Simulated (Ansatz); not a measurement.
`CC(S)BO` → `CSB(C)O`  (isomerisation)

Calculated with Ansatz (gas phase, PBE0-D4/def2-TZVP geometries, no zero-point term in ΔE). CCSD(T)/CBS adds triple-zeta CCSD(T) − MP2 to the extrapolated MP2 energy (def2 sets, frozen cores). DFT in def2-TZVPP. B3LYP here is the variant with VWN-RPA as its local correlation; programs differ in this. One conformer a species, not always the lowest.

`CC(S)BO`:

Cartesian coordinates in Å:
```
C -0.689 -0.037 -1.228
C -0.057 0.588 0.003
S 1.712 0.915 -0.380
B 0.091 -0.331 1.272
O -0.072 -1.673 1.245
H -0.659 0.636 -2.087
H -0.174 -0.956 -1.528
H -1.737 -0.282 -1.032
H -0.531 1.547 0.222
H 2.043 1.463 0.802
H 0.391 0.145 2.332
H -0.318 -2.015 0.380
```

`CSB(C)O`:

Cartesian coordinates in Å:
```
C 1.101 1.541 -0.239
S 0.841 0.530 1.235
B -0.333 -0.745 0.688
C -0.906 -0.829 -0.766
O -0.729 -1.674 1.603
H 1.519 0.948 -1.051
H 1.812 2.321 0.032
H 0.171 2.007 -0.561
H -1.429 0.091 -1.046
H -1.602 -1.663 -0.866
H -0.106 -0.962 -1.502
H -0.339 -1.566 2.475
```

| level | ΔE (eV) |
| --- | --- |
| r2SCAN-D4 | -1.28 |
| PBE0-D4 | -1.24 |
| ωB97M-V | -1.21 |
| r2SCAN | -1.28 |
| PBE0 | -1.25 |
| B3LYP | -1.24 |
| HF/def2-TZVPP | -1.23 |
| CCSD/def2-TZVPP | -1.18 |

Q: What does CCSD(T)/CBS give? (An estimate is asked.)

A: The calculation gave: -1.20 eV. The listed levels differ from it by -0.08, -0.04, -0.01, -0.08, -0.05, -0.04, -0.03, 0.02 eV.

Largest T1 diagnostic among the species: 0.012.
